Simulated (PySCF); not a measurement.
# What a mistake does to a calculation on Al2H3N

All numbers below are calculated, not measured. The program is PySCF 2.14.0, an open-source quantum chemistry code, run on an isolated molecule that a program drew, which may never have been made. The molecule is Al2H3N (charge 0, singlet), drawn as the SMILES string `[NH]=[Al][AlH2]`.

Each row is a Hartree-Fock (HF) and frozen-core CCSD(T) single point in the cc-pV(D+d)Z basis, meant for a local HF minimum. Run 1 is clean. Each other run has one planted mistake out of seven kinds, and not every kind appears here: one electron removed, one electron added, multiplicity raised by two, geometry at a saddle point, minimal basis STO-3G, one bond length entered in bohr, all coordinates scaled. The reference is restricted for singlets and unrestricted otherwise, and also for a bond in bohr. Adding or removing an electron swaps singlet and doublet. Electrons count all cores. HOMO and LUMO are orbital energies over both spins, the gradient is its largest component, and the lowest frequency (negative if imaginary) is given only where the gradient is small. Bond lengths are over the 5 bonds as drawn. T1 is the CCSD diagnostic: over 0.02 (restricted) or 0.045 (unrestricted) a single reference is doubtful.

Geometry of the clean run:
```xyz
6
Al2H3N, angstrom
N     1.4306    1.5290    0.4301
Al    0.0210    1.3342   -0.3058
Al   -2.2574    1.0194   -1.4951
H     2.3029    1.6489    0.8850
H    -2.4945   -0.2525   -2.3948
H    -3.3872    2.1020   -1.3088
```

```
run,electrons,basis functions,<S^2>,HOMO (eV),LUMO (eV),gradient (hartree/bohr),lowest frequency (cm^-1),mean bond (Å),longest bond (Å),T1,HF (hartree),CCSD(T) (hartree),mistake
1,36,75,0.000,-8.80,-0.24,1.3e-05,121,1.6668,2.589,0.0300,-539.97774,-540.32028,no fault
2,36,75,2.289,-7.16,-2.28,2.1e-02,-,1.6668,2.589,0.0643,-539.86197,-540.18971,multiplicity raised by two
3,37,75,0.768,-1.14,5.74,2.7e-02,-,1.6668,2.589,0.0248,-540.00253,-540.35347,?
4,36,75,0.876,-8.24,-0.53,8.8e-03,-,1.9472,2.978,0.0665,-539.88123,-540.21291,?
```

**Which mistake was planted in run 3, and what did it cost?**

It counts 37 electrons, one more than the clean run, at the same geometry and basis. So the mistake is: one electron added. Subtracting run 1 and multiplying by 627.51 kcal/mol a hartree, the energy moved by -15.6 kcal/mol in HF and -20.8 kcal/mol in CCSD(T).

**Which mistake was planted in run 4, and what did it cost?**

The mean bond changes by a factor of 1.168 and the longest by 1.150, so the molecule wasn't scaled as a whole. A length L in bohr read as angstrom grows by (1/0.5292 - 1) L = 0.890 L. The 5 bonds together grew by 5 x 0.2804 = 1.402 Å, which gives L = 1.576 Å. That is the length of one of the Al-H bonds, 1.576 Å in the clean geometry. So the mistake is: one bond length entered in bohr. Subtracting run 1 and multiplying by 627.51 kcal/mol a hartree, the energy moved by 60.6 kcal/mol in HF and 67.4 kcal/mol in CCSD(T).

Cautions from the logs. Run 1: T1 is over the limit, so its CCSD(T) energy is less reliable; run 2: T1 is over the limit, so its CCSD(T) energy is less reliable; run 4: T1 is over the limit, so its CCSD(T) energy is less reliable.
